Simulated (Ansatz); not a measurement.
A nudged elastic band was laid between two geometries of C2H7BClFSi (13 atoms, charge 0, multiplicity 1).

Method: RKS PBE-D4/def2-SVP (Ansatz).

```yaml
movable_images: 4
climbing_image: no
spring: 5.0 eV/Å²
optimiser: quadratic models (default)
start_path: IDPP
force_threshold: 0.03 eV/Å
iteration_limit: 60
end_points: relaxed
```

First end point:

```xyz
13
Properties=species:S:1:pos:R:3
C -1.020 -0.189 -1.137
C -0.333 0.266 0.151
Si 0.821 -1.106 0.868
Cl -1.578 0.515 1.486
B 0.529 1.575 0.059
F 1.031 1.931 -1.128
H -0.265 -0.315 -1.940
H -1.554 -1.151 -1.005
H -1.756 0.566 -1.481
H -0.024 -2.325 1.102
H 1.448 -0.642 2.150
H 1.902 -1.421 -0.134
H 0.819 2.259 1.023
```

Last end point:

```xyz
13
Properties=species:S:1:pos:R:3
C -0.862 -0.276 -1.244
C -0.213 0.176 0.053
Si 0.830 -1.149 0.948
Cl -1.537 0.696 1.290
B 0.366 1.647 0.110
F 0.048 2.510 -0.861
H -0.062 -0.519 -1.976
H -1.484 -1.183 -1.109
H -1.489 0.523 -1.687
H -0.024 -2.358 1.212
H 1.368 -0.601 2.236
H 1.973 -1.536 0.046
H 1.106 2.034 0.997
```

Q: What changes between the two ends?

A: No bond is made or broken. The dihedral Si3–C2–B5–F6 goes from 101 to 154°.

Q: Give the energies along the band, and the barrier.

A: The forces met the threshold. The highest image is number 1 of 0 to 5, 0.0 kcal/mol above the first end and 0.6 kcal/mol above the last; the last end lies 0.6 kcal/mol below the first. The top lies less than 8 meV above the higher end, about what the thresholds resolve: that end is a shoulder or a very shallow well. No image climbed, so the highest image needn't sit at the top of the path.

```
image  path coordinate (Å)  energy (kcal/mol)  dihedral Si3–C2–B5–F6 (°)
    0                 0.00                0.0                        101
    1                 0.28                0.0                        111
    2                 0.56                0.0                        122
    3                 0.83               -0.2                        133
    4                 1.11               -0.5                        144
    5                 1.39               -0.6                        154
```

Q: What is the geometry of the highest image?

A: 
```xyz
13
Properties=species:S:1:pos:R:3:forces:R:3
C -0.990 -0.206 -1.155 0.00 0.00 0.00
C -0.315 0.249 0.137 0.00 0.00 0.00
Si 0.821 -1.113 0.889 0.00 0.00 0.00
Cl -1.582 0.537 1.451 0.00 0.00 0.00
B 0.504 1.591 0.063 0.01 0.01 -0.02
F 0.846 2.079 -1.132 0.00 -0.01 0.01
H -0.223 -0.356 -1.944 0.00 0.00 0.00
H -1.542 -1.158 -1.022 0.00 0.00 0.00
H -1.705 0.557 -1.524 0.00 0.00 0.00
H -0.024 -2.333 1.121 0.00 0.00 0.00
H 1.426 -0.636 2.175 0.00 0.00 0.00
H 1.919 -1.437 -0.092 0.00 0.00 0.00
H 0.887 2.192 1.049 0.00 0.00 0.00
```

Run time: 54 s on 2 threads of Intel(R) Xeon(R) Platinum 8488C (Sapphire Rapids) (shared host), peak memory 0.2 GiB.
